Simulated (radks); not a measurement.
Dynamic dipole polarisability and lines of the calcium ion Ca17+, [He] 2s1. Calculated with a radial shooting solver on a logarithmic mesh with Libxc functionals: scalar-relativistic Kohn-Sham, LB94 model potential, spin-polarised, spherical densities, finite nucleus; open shells are filled with parallel spins first; Fermi nuclear charge, rms radius of each element as measured or else 0.836 A^(1/3) + 0.57 fm. Time-dependent linear response with the Hartree and adiabatic LDA kernel, continuum included through the Sternheimer equations, no spin-orbit coupling, so fine structure and intercombination lines are absent. Lines are the poles of the dipole polarisability below minus the highest occupied eigenvalue, found on a grid refined at the orbital gaps; the lowest seven at most are given, and weak or close lines can be missed. The first line takes the name of the lowest orbital gap if no other gap lies below it; otherwise a line is named after a gap within 0.6 % of it, if that gap stands alone.

| photon energy (eV) | alpha (bohr^3) |
|---|---|
| 0 | 0.03566 |
| 94.786 | -0.005792 |
| 208.53 | -0.0001780 |
| 322.27 | 0.0006840 |
| 436.01 | 0.001244 |
| 549.76 | 0.002402 |
| 663.50 | -0.03121 |
| 777.24 | -0.0009544 |
| 890.99 | -0.003058 |
| 1004.7 | -0.0006588 |
| 1118.5 | -0.004327 |

Lines (eV, oscillator strength): 38.256 (32.41 nm, 2s-2p), f = 0.0686; 656.77 (1.888 nm, 2s-3p), f = 0.379; 876.82 (1.414 nm, 2s-4p), f = 0.0921; 977.23 (1.269 nm, 2s-5p), f = 0.0381; 1031.6 (1.202 nm, 2s-6p), f = 0.0198; 1064.4 (1.165 nm, 2s-7p), f = 0.0117; 1085.6 (1.142 nm, unassigned), f = 0.00753. Higher lines, where found, are left out when the end of the mesh affects them. Those listed give 100 % of the static polarisability (sum of f/w^2). Orbital energy gaps for comparison: 2s-2p 35.621 eV; 2s-3p 659.24 eV; 2s-4p 877.47 eV; 2s-5p 977.47 eV; 2s-6p 1031.7 eV.
